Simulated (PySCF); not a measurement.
**F⁻ (fluorine, charge -1) across methods**

[Ne], closed-shell 1S. All numbers are calculated (PySCF 2.14, scalar relativity by spin-free X2C-1e, in aug-cc-pVQZ-DK (6s5p4d3f2g, 80 functions)).

| method | E (hartree) | mean ε 1s (eV) | mean ε 2s (eV) | mean ε 2p (eV) | Σ⟨r²⟩ (bohr²) | ⟨S²⟩ |
| --- | --- | --- | --- | --- | --- | --- |
| UHF | -99.54396 | -703.58 | -29.339 | -4.915 | 15.98 | 0.000 |
| LDA | -99.3493 | -644.41 | -16.548 | 1.330 | 18.23 | 0.000 |
| MN15 | -99.9268 | -649.50 | -20.043 | -1.149 | 17.30 | 0.000 |
| HSE06 | -99.8965 | -662.09 | -19.552 | 0.267 | 17.37 | 0.000 |
| CAM-B3LYP | -99.9686 | -662.21 | -21.464 | -1.818 | 17.58 | 0.000 |
| PBE0 | -99.8863 | -662.49 | -20.006 | -0.142 | 17.37 | 0.000 |
| BHandHLYP | -99.9418 | -676.90 | -23.258 | -1.948 | 16.84 | 0.000 |
| r2SCAN | -99.9400 | -654.86 | -18.148 | 1.311 | 17.53 | 0.000 |
| PBE | -99.8960 | -648.87 | -16.766 | 1.530 | 18.28 | 0.000 |

The highest occupied level is positive at LDA, HSE06, r2SCAN, PBE: only the finite basis holds that electron, which in a density functional comes from self-interaction.
